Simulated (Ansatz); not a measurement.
```yaml
crystal:
  periodic: [false, false, false]
  atoms:
    - {symbol: Ca, position_ang: [0.602218, 0.866232, -1.339201]}
    - {symbol: Ca, position_ang: [-0.677919, -0.815122, 1.278352]}
    - {symbol: F, position_ang: [0.684178, 0.786865, 0.898767]}
    - {symbol: F, position_ang: [-0.644857, -0.853511, -0.897798]}
    - {symbol: F, position_ang: [-1.406067, -1.861022, 2.832167]}
    - {symbol: F, position_ang: [1.443687, 1.923152, -2.794355]}
basis:
  gaussian: {orbitals: 6-31G}
hamiltonian: {xc: {name: r2SCAN0}, dispersion: d3bjatm}
scf: {omitted_lower_state_checks: [starts]}
```

```sh
$ ansatz run in.yaml --threads 4 --pin off --events-out ev --progress --plain --max-ram 3916MiB
```

Output, abridged:

```
Functional definition: r2SCAN0
900 factors; integrals over basis functions are off by at most 3.0e-4 eV
mean field evaluation 1: about -47734.1853 eV, gradient 7.6e1 eV
mean field evaluation 2: about -47711.2468 eV, gradient 1.4e2 eV
mean field evaluation 4: about -47743.2751 eV, gradient 7.1e0 eV
mean field evaluation 8: about -47743.5001 eV, gradient 1.6e-1 eV
mean field evaluation 16: about -47743.5001 eV, gradient 1.6e-5 eV
mean field -47743.50012300 eV, -1754.5412678134 hartree, gradient 1.6e-5 eV, S^2 0.000000; 0 other end points of the search recorded, 0 dependent functions left out
reference -47743.50014520 eV, -1754.5412686296 hartree; 38, 38 occupied and 56, 56 virtual orbitals, 900 factors
Total energy: -47743.53479586 eV, -1754.5425420178 hartree
Checks for a lower state left out: starts
```

Hardware: 4 threads of Arm Neoverse V2 on a shared host. Wall time 2.6 s.

The 6-31G sets use Cartesian d functions.
